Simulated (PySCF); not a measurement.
Gas-phase reaction: WO₃ + 2 OH → WO₂(OH)₂ + O

Method: PySCF energies plus ideal-gas RRHO corrections (1 bar). † marks an energy on the PBE0/def2-TZVP geometry and frequencies. CCSD(T) freezes the core. Open shells (unrestricted): OH (multiplicity 2, electronic degeneracy 4), O (multiplicity 3, electronic degeneracy 9); the rest are closed-shell singlets. Spin-orbit splitting is ignored; it lowers the true energy and changes the entropy of OH, O. W: scalar-relativistic def2 core potential, no spin-orbit coupling. No R ln 2 is added for the mirror-image form of WO₂(OH)₂. CCSD(T) isn't extrapolated to the basis-set limit; its ΔH°(298 K) is -407.0 kJ in def2-SVP and -412.9 kJ in def2-TZVPP. The harmonic model lacks anharmonicity and excited electronic states, which grow with temperature; levels with a mode under 35 cm⁻¹ are left out. Warning, large T1 diagnostic: WO₂(OH)₂, WO₃ (CCSD(T)/def2-SVP†, CCSD(T)/def2-TZVPP†).

ΔH° and ΔS° at 298 K: BLYP/def2-TZVP† -357 kJ, -157 J/K; CCSD(T)/def2-SVP† -407 kJ, -157 J/K; CCSD(T)/def2-TZVPP† -413 kJ, -157 J/K; HF/def2-TZVP† -468 kJ, -157 J/K; M06-2X/def2-TZVP† -435 kJ, -157 J/K.

Task: With the heat capacities included, give log10 K (1 bar) at 600, 1200, 1800, 2000, 2500 K from BLYP/def2-TZVP†, CCSD(T)/def2-SVP†, CCSD(T)/def2-TZVPP†, HF/def2-TZVP†, M06-2X/def2-TZVP†.

Result: 
```json
[
 {"T (K)": "600", "BLYP/def2-TZVP†": "23.0", "CCSD(T)/def2-SVP†": "27.3", "CCSD(T)/def2-TZVPP†": "27.8", "HF/def2-TZVP†": "32.7", "M06-2X/def2-TZVP†": "29.8"},
 {"T (K)": "1200", "BLYP/def2-TZVP†": "7.8", "CCSD(T)/def2-SVP†": "9.9", "CCSD(T)/def2-TZVPP†": "10.2", "HF/def2-TZVP†": "12.6", "M06-2X/def2-TZVP†": "11.2"},
 {"T (K)": "1800", "BLYP/def2-TZVP†": "2.9", "CCSD(T)/def2-SVP†": "4.3", "CCSD(T)/def2-TZVPP†": "4.5", "HF/def2-TZVP†": "6.1", "M06-2X/def2-TZVP†": "5.2"},
 {"T (K)": "2000", "BLYP/def2-TZVP†": "1.9", "CCSD(T)/def2-SVP†": "3.2", "CCSD(T)/def2-TZVPP†": "3.4", "HF/def2-TZVP†": "4.8", "M06-2X/def2-TZVP†": "4.0"},
 {"T (K)": "2500", "BLYP/def2-TZVP†": "0.2", "CCSD(T)/def2-SVP†": "1.3", "CCSD(T)/def2-TZVPP†": "1.4", "HF/def2-TZVP†": "2.6", "M06-2X/def2-TZVP†": "1.9"}
]
```
